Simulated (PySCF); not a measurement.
C₄H₁₁F₃GeSi.
Z-matrix (Å and degrees, PBE0-D3(BJ)/def2-SVP geometry), rows numbered from 1:
```
C 
C   1  1.5236
Ge  2  1.9588  1  113.50
C   3  1.9891  2  108.66  1   -63.41
Si  4  1.8995  3  110.82  2   -46.45
C   4  1.5023  3  111.95  2  -173.17
F   6  1.3427  4  111.49  3    73.07
F   6  1.3399  4  112.28  3  -166.97
F   6  1.3422  4  112.54  3   -46.87
H   1  1.1018  2  111.80  3    61.64
H   1  1.1015  2  111.56  3  -178.69
H   1  1.1015  2  111.66  3   -58.59
H   2  1.1024  1  110.87  3   120.28
H   2  1.1028  1  111.00  3  -122.31
H   3  1.5388  2  111.44  1   177.56
H   3  1.5406  2  109.62  1    55.15
H   4  1.1024  3  106.60  2    70.33
H   5  1.4912  4  111.13  3  -165.31
H   5  1.4932  4  107.87  3    75.05
H   5  1.4929  4  110.46  3   -43.58
```

The calculation used PBE0-D3(BJ)/def2-SVP geometry optimisation, gas phase in PySCF 2.14.0.

Take the most abundant isotopes and a rigid rotor. The values belong to one conformer with, in the numbering `[CH3:1][CH2:2][GeH2:3][C@H:4]([SiH3:5])[C:6]([F:7])([F:8])[F:9]`, C1–C2–Ge3–C4 -63°, C2–Ge3–C4–Si5 -46°.

Give the principal moments of inertia and the rotational constants in cm⁻¹.

Ia = 350.10, Ib = 771.97, Ic = 935.58 u·Å²; 505379 MHz·u·Å²/I gives 1444, 654.7 and 540.2 MHz, that is A = 0.04815, B = 0.02184, C = 0.01802 cm⁻¹.

What kind of rotor is it?

An asymmetric top; Ray's κ = -0.747.

Is it planar, by Δ = Ic − Ia − Ib?

Not planar: Δ = Ic − Ia − Ib = -186.49 u·Å². For a rigid frame Δ = −2 Σ m c², so Σ m c² = 93.25 u·Å² lies off the ab plane: 18.19 from hydrogen and 75.06 from heavier atoms. The atom farthest from that plane is 1.86 Å away.

Give the other two planar moments, Paa and Pbb, and the rms extents of the mass along the axes.

Paa = Σ m a² = (Ib + Ic − Ia)/2 = 678.73 and Pbb = Σ m b² = (Ia + Ic − Ib)/2 = 256.86 u·Å². With the mass M = 217.98 u, the rms extents √(P/M) along a, b and c are 1.76, 1.09, 0.65 Å.

Give the coordinates in the principal-axis frame, origin at the centre of mass.

The sense of each axis is arbitrary; atoms in the order of the calculation.
| atom | mass (u) | a (Å) | b (Å) | c (Å) |
| --- | --- | --- | --- | --- |
| C1 | 12.000 | 3.130 | -0.612 | 1.228 |
| C2 | 12.000 | 2.714 | -0.253 | -0.193 |
| Ge3 | 73.921 | 1.034 | 0.748 | -0.288 |
| C4 | 12.000 | -0.432 | -0.402 | 0.408 |
| Si5 | 27.977 | -0.332 | -2.147 | -0.335 |
| C6 | 12.000 | -1.781 | 0.232 | 0.218 |
| F7 | 18.998 | -2.161 | 0.203 | -1.069 |
| F8 | 18.998 | -2.738 | -0.389 | 0.921 |
| F9 | 18.998 | -1.804 | 1.519 | 0.600 |
| H10 | 1.008 | 2.387 | -1.259 | 1.720 |
| H11 | 1.008 | 4.089 | -1.153 | 1.246 |
| H12 | 1.008 | 3.248 | 0.286 | 1.855 |
| H13 | 1.008 | 3.484 | 0.366 | -0.683 |
| H14 | 1.008 | 2.614 | -1.158 | -0.816 |
| H15 | 1.008 | 0.691 | 1.137 | -1.736 |
| H16 | 1.008 | 1.132 | 2.007 | 0.595 |
| H17 | 1.008 | -0.272 | -0.493 | 1.495 |
| H18 | 1.008 | -1.599 | -2.901 | -0.109 |
| H19 | 1.008 | 0.793 | -2.866 | 0.334 |
| H20 | 1.008 | -0.050 | -2.075 | -1.799 |

Where do the levels up to J = 3 lie, in MHz?

Above 0(0,0):
J = 1: 1(0,1) 1195, 1(1,1) 1984, 1(1,0) 2098
J = 2: 2(0,2) 3573, 2(1,2) 4259, 2(1,1) 4602, 2(2,1) 6969, 2(2,0) 6980
J = 3: 3(0,3) 7112, 3(1,3) 7665, 3(1,2) 8351, 3(2,2) 10553, 3(2,1) 10611, 3(3,1) 14791, 3(3,0) 14792
Those of J = 1 are B + C, A + C and A + B.

Predict some low-J microwave lines.

The dipole components are |μa| = 2.63 D, |μb| = 0.82 D, |μc| = 0.50 D. The squared components, which scale the intensities, stand as 1.00 : 0.10 : 0.04 (a : b : c). Some lines, for components of 0.1 D or more:

```json
{"type": "a", "branch": "Q", "J(Ka,Kc)": "2(1,1) ← 2(1,2)", "MHz": "343", "lower level (cm⁻¹)": "0.142"}
{"type": "b", "branch": "Q", "J(Ka,Kc)": "1(1,0) ← 1(0,1)", "MHz": "903", "lower level (cm⁻¹)": "0.040"}
{"type": "b", "branch": "Q", "J(Ka,Kc)": "2(1,1) ← 2(0,2)", "MHz": "1029", "lower level (cm⁻¹)": "0.119"}
{"type": "a", "branch": "R", "J(Ka,Kc)": "1(0,1) ← 0(0,0)", "MHz": "1195", "lower level (cm⁻¹)": "0.000"}
{"type": "b", "branch": "R", "J(Ka,Kc)": "2(0,2) ← 1(1,1)", "MHz": "1589", "lower level (cm⁻¹)": "0.066"}
{"type": "b", "branch": "R", "J(Ka,Kc)": "1(1,1) ← 0(0,0)", "MHz": "1984", "lower level (cm⁻¹)": "0.000"}
{"type": "c", "branch": "R", "J(Ka,Kc)": "1(1,0) ← 0(0,0)", "MHz": "2098", "lower level (cm⁻¹)": "0.000"}
{"type": "c", "branch": "Q", "J(Ka,Kc)": "2(2,1) ← 2(1,1)", "MHz": "2367", "lower level (cm⁻¹)": "0.154"}
{"type": "a", "branch": "R", "J(Ka,Kc)": "2(0,2) ← 1(0,1)", "MHz": "2378", "lower level (cm⁻¹)": "0.040"}
{"type": "b", "branch": "Q", "J(Ka,Kc)": "2(2,0) ← 2(1,1)", "MHz": "2378", "lower level (cm⁻¹)": "0.154"}
{"type": "a", "branch": "R", "J(Ka,Kc)": "2(1,1) ← 1(1,0)", "MHz": "2504", "lower level (cm⁻¹)": "0.070"}
{"type": "b", "branch": "Q", "J(Ka,Kc)": "2(2,1) ← 2(1,2)", "MHz": "2710", "lower level (cm⁻¹)": "0.142"}
{"type": "b", "branch": "R", "J(Ka,Kc)": "2(1,2) ← 1(0,1)", "MHz": "3064", "lower level (cm⁻¹)": "0.040"}
{"type": "c", "branch": "R", "J(Ka,Kc)": "2(1,1) ← 1(0,1)", "MHz": "3407", "lower level (cm⁻¹)": "0.040"}
{"type": "c", "branch": "R", "J(Ka,Kc)": "2(2,1) ← 1(1,1)", "MHz": "4985", "lower level (cm⁻¹)": "0.066"}
{"type": "b", "branch": "R", "J(Ka,Kc)": "2(2,0) ← 1(1,1)", "MHz": "4997", "lower level (cm⁻¹)": "0.066"}
```

Estimate the classical rotational partition function at 25 K, 50 K and 200 K.

Point group C1, symmetry number σ = 1; q = (√π/σ)·√((kT/h)³/(ABC)), k/h = 20836.6 MHz/K: 29500 at 25 K, 83400 at 50 K, 667000 at 200 K.

Whether it is a minimum is left open (no frequencies). No vibrational averaging or centrifugal distortion is included, and the geometry carries the error of its method. A rigid rotor knows nothing of internal rotation, which can split or shift real lines.

Rough CPU time on one thread of a shared machine: about 10 min. These figures are those of the optimisation.
